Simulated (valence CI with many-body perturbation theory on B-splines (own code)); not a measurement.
## How close is CI+MBPT for Cs V?

Level of theory: configuration interaction combined with many-body perturbation theory (CI+MBPT): five valence electrons over a frozen Dirac-Fock core [Kr] 4d10, a basis of 9 s, 9 p, 8 d, 6 f, 3 g, 1 h functions for each j, with the one-electron correlation potential Σ1 (screened to all orders), the two-electron term Σ2, the three-electron term Σ3, Breit, model QED; selected single and double excitations, second order for the rest, scaled by the run's own slope (own B-spline code, finite nucleus).

Against 27 measured levels this calculation errs by 208 cm⁻¹ on average and by 622 at most. These come from a selection out of Sansonetti, J. Phys. Chem. Ref. Data 38, 761 (2009). Levels without a partner in it may be off by more, other configurations by several thousand cm⁻¹. Among the levels kept, up to 590 cm⁻¹ of a level comes from second order outside the variational space, and about a tenth of that is noise between levels of different J, which matters for small intervals. 4 measured levels below the end of the list, from 158249 cm⁻¹ on, found no clear computed partner, and computed levels of the same name lie up to 507 cm⁻¹ from them.

Measured levels: Sansonetti, J. Phys. Chem. Ref. Data 38, 761 (2009). Pairs share parity and J, and are chosen by configuration, term and nearness in energy; levels without a clear partner are left out. Energies in cm⁻¹ above the measured ground level. The last column is blank where CI alone has no clear partner.

Names give the largest LS component (configuration and term), which can be under half, so a name can repeat, a term be missing and a line seem to break the LS rules; names also repeat where a configuration has a term twice. Letters in brackets count levels of one name in rising energy.

```csv
Computed label,Label in the source,Measured,Computed,Difference,"CI alone, difference"
5s2 5p3 4S°_3/2,5s2 5p3 4S°,0,0.0,0,0
5s2 5p3 2D°_3/2,5s2 5p3 2D°,15077.4,15164.0,+87,+106
5s2 5p3 2D°_5/2,5s2 5p3 2D°,20373.5,20466.8,+93,-81
5s2 5p3 2P°_1/2,5s2 5p3 2P°,31951.1,32104.8,+154,+255
5s2 5p3 2P°_3/2,5s2 5p3 2P°,42273.7,42368.0,+94,-625
5s 5p4 4P_5/2,5s(2S) 5p4(3P) 4P,113901.7,113577.7,-324,-4804
5s 5p4 4P_3/2,5s(2S) 5p4(3P) 4P,123192.4,122850.4,-342,-5323
5s 5p4 4P_1/2,5s(2S) 5p4(3P) 4P,125858.3,125527.6,-331,-5262
5s 5p4 2D_3/2,5s(2S) 5p4(1D) 2D,139959.2,139815.1,-144,-3782
5s 5p4 2D_5/2,5s(2S) 5p4(1D) 2D,144333,144159.8,-173,-4173
5s2 5p2 5d 2P_3/2,5s2 5p2(3P) 5d 2P,154971.2,154933.4,-38,-3559
5s2 5p2 5d 4F_3/2,5s2 5p2(3P) 5d 4F,157903,157866.9,-36,-3709
5s2 5p2 5d 4F_5/2,5s2 5p2(3P) 5d 4F,160327.9,160273.9,-54,-3942
5s2 5p2 5d 2F_5/2,5s2 5p2(1D) 5d 2F,166800.2,166737.2,-63,-4409
5s2 5p2 5d 4F_7/2,5s2 5p2(3P) 5d 4F,167231.1,167129.7,-101,-4594
5s2 5p2 5d 4D_1/2,5s2 5p2(3P) 5d 4D,169557.9,169495.3,-63,-3766
5s2 5p2 5d 4D_3/2,5s2 5p2(3P) 5d 4D,171936.7,171894.8,-42,-3967
5s2 5p2 5d 4D_5/2,5s2 5p2(3P) 5d 4D,175405,175374.1,-31,-4165
5s 5p4 2S_1/2,5s(2S) 5p4 2S,175576.8,175563.3,-14,-3735
5s2 5p2 5d 4D_7/2,5s2 5p2(3P) 5d 4D,184244.5,184245.1,+1,-4663
5s2 5p2 5d 4P_5/2,5s2 5p2(3P) 5d 4P,187619.8,188002.5,+383,+769
5s 5p4 2P_3/2,5s(2S) 5p4(3P) 2P,188245.8,188868.2,+622,
5s2 5p2 5d 4P_3/2,5s2 5p2(3P) 5d 4P,189992.1,190426.5,+434,
5s2 5p2 5d 4P_1/2,5s2 5p2(3P) 5d 4P,191236.7,191630.1,+393,+788
5s2 5p2 5d 2D_3/2 [a],5s2 5p2(3P) 5d 2D,195328.4,195644.7,+316,
5s2 5p2 5d 2D_5/2,5s2 5p2(3P) 5d 2D,199403.5,199977.4,+574,+649
5s2 5p2 6s 4P_1/2,5s2 5p2(3P) 6s 4P,200123.6,200402.9,+279,-2097
5s2 5p2 5d 2D_3/2 [b],5s2 5p2(1D) 5d 2D,206375.9,206818.1,+442,
```

Over 27 excited levels the mean absolute difference is 208 cm⁻¹, the median 144 and the largest 622. For the 23 levels that pair on every rung the mean is CI alone 3010, + Σ1 1582, + Σ2 252, + Σ3 317, + Breit 118, + QED 166. The comparison draws on a selection of the measured levels: 28 of the 56 computed ones have a partner in it, and others may be off by more.

These 4 measured levels below the end of the computed list are not counted above. Beside each stands the unpaired computed level of its name, or else the nearest of its J and parity; the gap is either an error of the method or a doubtful assignment.

| Label in the source | J | Measured | Unpaired level | Computed |
| --- | --- | --- | --- | --- |
| 5s(2S) 5p4(3P) 2P | 1/2 | 158249 | 5s 5p4 2P_1/2 | 158318 |
| 5s2 5p2(1D) 5d 4F | 7/2 | 170737 | 5s2 5p2 5d 2F_7/2 | 170673 |
| 5s2 5p2(3P) 5d 2P | 1/2 | 201142 | 5s2 5p2 5d 2P_1/2 [a] | 201648 |
| 5s2 5p2(1D) 5d 4P | 1/2 | 205203 | 5s2 5p2 5d 2P_1/2 [b] | 205744 |
